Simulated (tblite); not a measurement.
Compound: C4H7BrO2.
Atom-mapped SMILES: `[CH3:1][O:2][C@H:3]([CH3:4])[C:5](=[O:6])[Br:7]` (hydrogens: H8, H9, H10 on C1; H11 on C3; H12, H13, H14 on C4)

Computed with GFN2-xTB (tblite), gas phase: L-BFGS steps from a force-field or distance-geometry start until the largest atomic force falls under 0.01 eV/Å.

Geometry at step 7:
```
atom  x, y, z in Å
C1      1.9763   -0.3150   -0.5003
O2      0.6430   -0.1403   -0.9046
C3     -0.2248    0.1669    0.1616
C4     -1.2922   -0.9343    0.3275
C5     -0.8772    1.4811   -0.1739
O6     -0.8306    2.1342   -1.1469
Br7    -2.0555    2.0994    1.3028
H8      2.3655    0.5990   -0.0337
H9      2.5436   -0.5738   -1.3912
H10     2.0442   -1.1456    0.2101
H11     0.3326    0.2800    1.1022
H12    -2.2824   -0.5805    0.0482
H13    -1.3230   -1.3420    1.3376
H14    -1.0202   -1.7296   -0.3615
```

Q: What forces act on the atoms?

A: 
| atom | Fx (eV/Å) | Fy (eV/Å) | Fz (eV/Å) |
| --- | --- | --- | --- |
| C1 | 0.052 | -0.094 | 0.046 |
| O2 | 0.017 | -0.019 | 0.074 |
| C3 | -0.152 | 0.017 | -0.013 |
| C4 | -0.044 | -0.110 | -0.094 |
| C5 | -0.266 | 0.063 | 0.133 |
| O6 | 0.118 | 0.007 | -0.068 |
| Br7 | 0.090 | -0.068 | 0.035 |
| H8 | 0.122 | -0.091 | -0.119 |
| H9 | 0.014 | 0.141 | -0.013 |
| H10 | 0.120 | -0.022 | 0.082 |
| H11 | -0.036 | 0.093 | -0.040 |
| H12 | 0.020 | -0.028 | 0.082 |
| H13 | -0.006 | 0.188 | -0.102 |
| H14 | -0.048 | -0.077 | -0.001 |

The largest, 0.30 eV/Å, acts on C5; the rms over all components is 0.090 eV/Å. The forces sum to zero within rounding, as they must for an isolated molecule in no field.

Q: Give the force on C5 in Eh/bohr and in nN.

A: 0.304 eV/Å ÷ 51.422 = 0.00591 Eh/bohr, and 0.304 eV/Å × 1.602 = 0.49 nN.

Q: How far is this geometry from the end of the optimisation?

A: 0.206 eV above it, and 0.667 Å rms away after alignment. The bonds farthest from their final lengths, with half the difference of the two atoms' forces along the bond (positive lengthens):

| bond | now (Å) | final (Å) | force along bond (eV/Å) |
| --- | --- | --- | --- |
| C3–C4 | 1.543 | 1.531 | 0.00 |
| C5–Br7 | 1.988 | 1.977 | -0.16 |
| O2–C3 | 1.409 | 1.399 | +0.02 |
| C1–O2 | 1.404 | 1.410 | +0.02 |
| C3–C5 | 1.505 | 1.511 | +0.03 |
| C3–H11 | 1.099 | 1.105 | +0.02 |

The angle farthest from its final value is O2–C3–C5, 106.8° against 111.0°.

Of the 3 listed bonds off by 0.010 Å or more, this force points towards the final length in 1.
